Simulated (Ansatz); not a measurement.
A nudged elastic band was laid between two geometries of CH$_{3}$BFN (7 atoms, charge 0, multiplicity 1).

Computed with RKS PBE0/def2-SVP in Ansatz.

```json
{
 "movable images": "5",
 "climbing image": "yes",
 "spring": "5.0 eV/Å²",
 "optimiser": "quadratic models (default)",
 "start path": "through a guess of the saddle point",
 "force threshold": "0.05 eV/Å",
 "iteration limit": "60",
 "end points": "relaxed"
}
```

Image 0:

```xyz
7
Properties=species:S:1:pos:R:3
C -0.896 0.938 0.079
N -0.040 0.042 -0.015
B 0.903 -0.956 -0.069
F 1.556 -1.209 -1.207
H -1.969 0.750 -0.122
H -0.633 1.974 0.367
H 1.141 -1.608 0.920
```

Image 6:

```xyz
7
Properties=species:S:1:pos:R:3
C -1.237 0.966 -0.280
N -0.161 0.515 0.375
B 0.685 -0.620 0.056
F 0.406 -1.339 -1.009
H -1.355 0.272 -1.148
H 0.095 1.043 1.211
H 1.628 -0.905 0.750
```

Q: Which bonds break or form, and what moves?

A: Bonds broken: C1–H6. Bonds formed: N2–H6.

Q: What energy profile does the band end with?

A: The forces met the threshold. The highest image is number 4 of 0 to 6, 370.6 kJ/mol above the first end and 189.0 kJ/mol above the last; the last end lies 181.6 kJ/mol above the first. Neighbouring images differ by up to 1.8 eV, so the band resolves the path poorly. A vibrational analysis at the climbing image gives one clearly imaginary mode, 1857i cm⁻¹: a first-order saddle point. The orbitals stay closed-shell, which can raise the energy where a bond breaks towards radicals; this wasn't checked here.

| image | path coordinate (Å) | energy (kJ/mol) | C1–H6 (Å) | N2–H6 (Å) |
| --- | --- | --- | --- | --- |
| 0 | 0.00 | 0.0 | 1.11 | 2.06 |
| 1 | 0.36 | 3.6 | 1.10 | 2.04 |
| 2 | 0.71 | 64.7 | 1.10 | 1.82 |
| 3 | 1.06 | 236.9 | 1.14 | 1.50 |
| 4 | 1.41 | 370.6 | 1.33 | 1.16 |
| 5 | 2.47 | 209.9 | 1.94 | 1.02 |
| 6 | 3.53 | 181.6 | 2.00 | 1.02 |

Q: What is the geometry of the highest image?

A: 
```xyz
7
Properties=species:S:1:pos:R:3
C -1.151 1.049 -0.093
N -0.111 0.260 0.018
B 0.837 -0.788 -0.002
F 1.493 -1.052 -1.126
H -2.086 0.567 -0.469
H -0.046 1.258 0.609
H 1.125 -1.362 1.018
```

Run time: 5 min on 1 thread of Intel(R) Xeon(R) Platinum 8488C (Sapphire Rapids) (shared host), peak memory 0.14 GiB.
